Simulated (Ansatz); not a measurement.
One geometry of Sn10H16, a cluster cut from cubic tin, several levels of theory.

```yaml
crystal:
  periodic: [false, false, false]
  atoms:
    - {symbol: Sn, position_ang: [-1.624925, 1.623576, -1.629804]}
    - {symbol: Sn, position_ang: [1.630760, -1.631128, -1.626164]}
    - {symbol: Sn, position_ang: [-1.631311, -1.629150, 1.629022]}
    - {symbol: Sn, position_ang: [1.625560, 1.630064, 1.626492]}
    - {symbol: Sn, position_ang: [-3.249165, -0.002429, -0.003086]}
    - {symbol: Sn, position_ang: [0.001058, -3.248513, 0.003456]}
    - {symbol: Sn, position_ang: [0.002397, -0.006170, -3.249268]}
    - {symbol: Sn, position_ang: [-0.003348, 3.250363, -0.000865]}
    - {symbol: Sn, position_ang: [3.247452, 0.003905, -0.002458]}
    - {symbol: Sn, position_ang: [-0.003057, 0.001716, 3.246263]}
    - {symbol: H, position_ang: [-2.628720, 2.629916, -2.635880]}
    - {symbol: H, position_ang: [2.641493, -2.634882, -2.630557]}
    - {symbol: H, position_ang: [-2.639512, -2.634785, 2.633754]}
    - {symbol: H, position_ang: [2.628638, 2.636226, 2.633549]}
    - {symbol: H, position_ang: [-4.277652, -0.994002, -0.991569]}
    - {symbol: H, position_ang: [-4.280423, 0.988644, 0.982913]}
    - {symbol: H, position_ang: [-0.991960, -4.271989, -0.988157]}
    - {symbol: H, position_ang: [0.987097, -4.284339, 0.989080]}
    - {symbol: H, position_ang: [-0.989383, -0.995141, -4.276528]}
    - {symbol: H, position_ang: [0.991375, 0.980849, -4.281606]}
    - {symbol: H, position_ang: [0.987746, 4.277172, -0.992551]}
    - {symbol: H, position_ang: [-0.995973, 4.282075, 0.982753]}
    - {symbol: H, position_ang: [4.267136, 0.997562, -0.999828]}
    - {symbol: H, position_ang: [4.289588, -0.974965, 0.984492]}
    - {symbol: H, position_ang: [-0.995079, 0.987927, 4.276906]}
    - {symbol: H, position_ang: [0.986509, -0.990301, 4.273642]}
basis:
  gaussian: {orbitals: def2-TZVP, fitting: {mean_field: def2-universal-jkfit}, initial_orbitals: start.molden}
hamiltonian: {xc: {name: revPBE}, dispersion: d4}
scf: {omitted_lower_state_checks: [starts]}
output: {orbitals: {seedname: orbitals}}
```

The file start.molden holds the orbitals of an earlier run on this structure, at another level or in another basis.

```sh
$ ansatz run in.yaml --threads 2 --pin off --events-out ev --progress --plain --max-ram 32768MiB --backend cuda --devices 0, --max-vram 18GiB
```

Output, abridged:

```
Functional definition: revPBE
2468 factors; integrals over basis functions are off by at most 6.1e-1 eV
mean field evaluation 1: about -58592.0810 eV, gradient 1.4e1 eV
mean field evaluation 2: about -58592.4348 eV, gradient 3.9e-1 eV
mean field evaluation 4: about -58592.4050 eV, gradient 1.3e-3 eV
mean field -58592.40503590 eV, -2153.2311697106 hartree, gradient 1.6e-5 eV, S^2 0.000000; 0 other end points of the search recorded, 0 dependent functions left out
reference -58592.40519072 eV, -2153.2311754003 hartree; 118, 118 occupied and 478, 478 virtual orbitals, 2468 factors
Total energy: -58594.97508278 eV, -2153.3256171916 hartree
Checks for a lower state left out: starts
```

It took 11 s on 2 threads of AMD EPYC 7R13 on a shared host and a share (18 GiB) of an NVIDIA H100 80GB HBM3, peak host memory 1 GiB.

First input, but with `hamiltonian: {xc: pbe0, dispersion: d4}` (abridged; 14 s):

```
Functional definition: PBE0
mean field -58582.15843615 eV, -2152.8546141153 hartree, gradient 2.6e-5 eV, S^2 0.000000
Total energy: -58583.49978061 eV, -2152.9039076149 hartree
Checks for a lower state left out: starts
```

The first input with `gaussian: {orbitals: def2-SVP, initial_orbitals: start.molden}`, `hamiltonian: {xc: {name: LC-wPBE, parameters: {omega: 0.2/bohr}}}` (abridged; 12 s):

```
Functional definition: LC-wPBE
mean field -58580.96368090 eV, -2152.8107076698 hartree, gradient 8.9e-5 eV, S^2 0.000000
Total energy: -58580.96368097 eV, -2152.8107076725 hartree
Checks for a lower state left out: starts
```

The first input with `gaussian: {orbitals: STO-3G}`, `hamiltonian: {xc: hf}` (abridged; 13 s):

```
Functional definition: HF
mean field -1622966.26274135 eV, -59642.9100697006 hartree, gradient 1.4e-5 eV, S^2 0.000000
Total energy: -1622966.26274135 eV, -59642.9100697006 hartree
Checks for a lower state left out: starts
```

First input, but with `hamiltonian: {xc: pbe, dispersion: d4}`, `output: {forces: true, orbitals: {seedname: orbitals}}` (abridged; 13 s):

```
Functional definition: PBE
mean field -58578.84745875 eV, -2152.7329379401 hartree, gradient 1.3e-5 eV, S^2 0.000000
Total energy: -58580.31035742 eV, -2152.7866984746 hartree
Atom 0 force    -0.016030     0.019022    -0.011351 eV/Å
Atom 1 force     0.021547    -0.024211    -0.021091 eV/Å
Atom 2 force    -0.016171    -0.016743     0.018546 eV/Å
Atom 3 force     0.010010     0.016837     0.017181 eV/Å
Atom 4 force    -0.037511    -0.002742    -0.001836 eV/Å
Atom 5 force    -0.008279    -0.037678    -0.004612 eV/Å
Atom 6 force     0.002015     0.004382    -0.036861 eV/Å
Atom 7 force     0.007381     0.033539    -0.012367 eV/Å
Atom 8 force     0.050186     0.013329    -0.008281 eV/Å
Atom 9 force    -0.003848    -0.005705     0.043261 eV/Å
Atom 10 force     0.046734    -0.050696     0.046433 eV/Å
Atom 11 force    -0.061465     0.056392     0.060377 eV/Å
Atom 12 force     0.060801     0.057214    -0.057315 eV/Å
Atom 13 force    -0.047482    -0.050798    -0.048523 eV/Å
Atom 14 force     0.053363     0.062331     0.059219 eV/Å
Atom 15 force     0.053933    -0.060903    -0.059400 eV/Å
Atom 16 force     0.060267     0.047134     0.056382 eV/Å
Atom 17 force    -0.058423     0.053684    -0.056662 eV/Å
Atom 18 force     0.059766     0.057327     0.052135 eV/Å
Atom 19 force    -0.060976    -0.060158     0.054444 eV/Å
Atom 20 force    -0.065430    -0.055352     0.065494 eV/Å
Atom 21 force     0.061743    -0.054208    -0.057941 eV/Å
Atom 22 force    -0.058929    -0.065633     0.069288 eV/Å
Atom 23 force    -0.058178     0.059187    -0.060914 eV/Å
Atom 24 force     0.066391    -0.060224    -0.053842 eV/Å
Atom 25 force    -0.061416     0.064672    -0.051765 eV/Å
Dipole moment:     0.001642    -0.000040     0.001090 e Å
Checks for a lower state left out: starts
```

Geometry: PBE-D4/def2-SVP.

In the def2 sets Sn takes a core potential, while STO-3G treats all electrons; there is no spin–orbit coupling. Single mean-field runs in def2-TZVP are fitted with def2-universal-jkfit.
